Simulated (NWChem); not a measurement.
Species: SeCl$_{2}$; SMILES Cl[Se]Cl

```xyz
3

Se     0.0000     0.0000     0.6841
Cl    -1.6848     0.0000    -0.6841
Cl     1.6848     0.0000    -0.6841
```
Atoms are numbered in this order, from 1.

Results from NWChem. Pople sets run with spherical d functions. Geometry: optimised at PBE0/def2-SVP. Ions are spin-unrestricted doublets at the neutral geometry; other ion states weren't tried.

| level | basis functions | vertical ionisation energy, ΔSCF (eV) | −ε(HOMO) (eV) | ΔSCF minus −ε(HOMO) (eV) |
|---|---|---|---|---|
| CAM-B3LYP/STO-3G | 36 | ? | ? | ? |
| CAM-B3LYP/3-21G | 48 | 9.92 | 8.66 | 1.26 |
| CAM-B3LYP/6-31G* | 68 | 9.58 | 8.42 | 1.16 |
| CAM-B3LYP/6-311G** | 96 | 9.65 | 8.55 | 1.10 |

### Question
Fill in the missing entries.

### Answer

- CAM-B3LYP/STO-3G, vertical ionisation energy, ΔSCF (eV): 8.52
- CAM-B3LYP/STO-3G, −ε(HOMO) (eV): 6.79
- CAM-B3LYP/STO-3G, ΔSCF minus −ε(HOMO) (eV): 1.73
